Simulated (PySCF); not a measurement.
Ionisation energy of Zn¹⁴⁺ by level of theory

Zn¹⁴⁺ [Ne] 3s2 3p4 (3P) → Zn¹⁵⁺ [Ne] 3s2 3p3 (4S), as a difference of total energies. Computed with PySCF 2.14 in an even-tempered Gaussian basis (17 s from 0.81 bohr⁻², ratio 2.5; 11 p from 1.1 bohr⁻², ratio 2.5; 5 d from 7 bohr⁻², ratio 2.7; 4 f from 11 bohr⁻², ratio 2.7), with no relativity, point nucleus. Correlated levels: outer shells: 1s2 frozen; virtual orbitals above 40 to 60 times the deepest correlated orbital energy dropped. The calculations carry no spin-orbit coupling.

```csv
method,ionisation energy (eV)
UHF,486.59
LDA,488.81
PBE,488.79
PBE0,488.69
r2SCAN,488.55
TPSSh,488.82
BP86,489.20
MP2 (outer shells),487.53
SCS-MP2 (outer shells),487.56
```

Problem. How much does correlation contribute at MP2 (outer shells)?

Solution. 487.53 − (486.59) = 0.94 eV, measured against UHF.

A first-order spin-orbit estimate (lowest level to lowest level, LS coupling) adds 1.332 eV.

These non-relativistic numbers lack the scalar-relativistic shift.

For comparison: 490.6 ± 0.6 eV (semi-empirical (NIST evaluation); NIST Atomic Spectra Database, ionization energies).
